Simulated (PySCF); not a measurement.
## MgSe and its ions

PBE0; basis Mg aug-cc-pVDZ, Se aug-cc-pVDZ-PP with ECP10; scalar-relativistic core potentials; PySCF 2.14. Neutral (UKS): singlet (closed shell), Re = 2.271 Å, ωe = 426 cm⁻¹, De = 1.79 eV, HOMO -5.68 eV, LUMO -3.76 eV.

MgSe⁻ (UKS): doublet (σ ↑), Re = 2.355 Å, ωe = 378 cm⁻¹, De = 2.00 eV to Mg + Se⁻. The energies at the minima are -573.10510 hartree for MgSe and -573.18688 for MgSe⁻.

(1) Work out the adiabatic electron affinity, without and with harmonic zero-point energies (1 hartree = 27.2114 eV, 1 eV = 8065.5 cm⁻¹), and the change of the bond length.

Spin–orbit coupling is left out. For an ion De counts to the pair picked by the measured ionisation energies or electron affinities, which need not be the lowest pair at this level. States were picked by a PBE0 search and need not be the measured ground states.

## Answers

(1) At PBE0: 0.08178 hartree = 2.225 eV between the minima; the zero-point term (426.0 − 378.0)/2 cm⁻¹ = +0.003 eV makes it 2.228 eV. Re changes by +8.4 pm against the neutral. The electron enters a σ orbital; the charge polarises the partner, so the anion is bound more strongly.
